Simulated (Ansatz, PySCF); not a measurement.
Species: C3H5O, charge 0, multiplicity 2. It need not be the lowest isomer of its formula. 
Coordinates optimised at B3LYP-D3(BJ)/def2-TZVP (Ansatz, a first-principles code):
```xyz
9

C     -1.5629     0.0749    -0.0292
C     -0.3597    -0.4411    -0.7157
C      0.9559    -0.0973    -0.0618
O      1.0792     0.5467     0.9459
H     -1.4634     0.6541     0.8760
H     -2.5460    -0.1246    -0.4290
H     -0.2923    -0.0903    -1.7590
H     -0.3792    -1.5384    -0.8230
H      1.8474    -0.4935    -0.5920
```
Charge 0, spin multiplicity 2.

Dipole moments at this geometry, in debye (magnitudes).

| level | program | dipole (D) |
|---|---|---|
| HF/def2-TZVPD | PySCF | 3.15 |
| SVWN5/def2-TZVPD | Ansatz | 2.87 |
| PBE/def2-TZVPD | Ansatz | 2.74 |
| BLYP/def2-TZVPD | Ansatz | ? |
| revPBE/def2-TZVPD | Ansatz | 2.71 |
| r2SCAN/def2-TZVPD | PySCF | 2.81 |
| HSE06/def2-TZVPD | Ansatz | 2.85 |
| CAM-B3LYP/def2-TZVPD | Ansatz | 2.92 |
| wB97M-V/def2-TZVPD | Ansatz | 2.85 |
| CCSD(T)/aug-cc-pVDZ | Ansatz | ? |

Q: Complete the blanks.

A: 
- BLYP/def2-TZVPD, dipole (D): 2.76
- CCSD(T)/aug-cc-pVDZ, dipole (D): 2.70
